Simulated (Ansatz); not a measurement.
A nudged elastic band was laid between two geometries of ClH3Sn (5 atoms, charge 0, multiplicity 1).

These are results of RKS revPBE-D4/def2-mTZVP in Ansatz, not measurements.

| Item | Value |
| --- | --- |
| movable images | 9 |
| climbing image | yes |
| spring | 5.0 eV/Å² |
| optimiser | quadratic models (default) |
| start path | through a guess of the saddle point |
| force threshold | 0.05 eV/Å |
| iteration limit | 60 |
| end points | relaxed |

Image 0:

```xyz
5
Properties=species:S:1:pos:R:3
Sn 0.166 0.000 0.287
H -0.012 0.000 1.999
Cl 2.511 0.000 -0.121
H -0.436 1.434 -0.448
H -0.436 -1.434 -0.448
```

Image 10:

```xyz
5
Properties=species:S:1:pos:R:3
Sn -0.981 0.000 0.115
H 1.729 0.000 2.261
Cl 1.929 0.000 0.970
H -0.442 1.277 -1.039
H -0.442 -1.277 -1.039
```

(1) What changes between the two ends?

(2) What energy profile does the band end with?

(3) What is the geometry of the highest image?

(4) What are the harmonic wavenumbers there?

The band took 10 iterations and roughly 110 core-seconds.

Answers

(1) Bonds broken: Sn1–H2, Sn1–Cl3. Bonds formed: H2–Cl3. ClH3Sn becomes ClH + H2Sn.

(2) It converged. The highest image is number 5 of 0 to 10, 174.0 kJ/mol above the first end and 42.6 kJ/mol above the last; the last end lies 131.4 kJ/mol above the first. A vibrational analysis at the climbing image gives one clearly imaginary mode, 811i cm⁻¹: a first-order saddle point. The orbitals stay closed-shell, which can raise the energy where a bond breaks towards radicals; this wasn't checked here.

```
image  path coordinate (Å)  energy (kJ/mol)  Sn1–H2 (Å)  Sn1–Cl3 (Å)  H2–Cl3 (Å)
    0                 0.00              0.0        1.72         2.38        3.29
    1                 0.31              7.9        1.71         2.38        3.02
    2                 0.61             36.1        1.70         2.41        2.69
    3                 0.92             90.1        1.70         2.50        2.35
    4                 1.23            149.4        1.73         2.63        2.04
    5                 1.53            174.0        1.84         2.77        1.72
    6                 1.83            157.7        2.08         2.91        1.44
    7                 2.13            144.2        2.43         3.08        1.34
    8                 2.43            138.9        2.78         3.09        1.31
    9                 2.73            133.9        3.11         3.05        1.31
   10                 3.03            131.4        3.46         3.03        1.31
```

(3) 
```xyz
5
Properties=species:S:1:pos:R:3
Sn -0.374 0.000 0.395
H 1.010 0.000 1.613
Cl 2.387 0.000 0.579
H -0.615 1.378 -0.659
H -0.615 -1.378 -0.659
```

(4) 811i, 213, 360, 485, 553, 757, 1404, 1756, 1782 cm⁻¹.

Time of the run: 110 s on 1 thread of Arm Neoverse V2, on a shared host, peak memory 0.11 GiB.
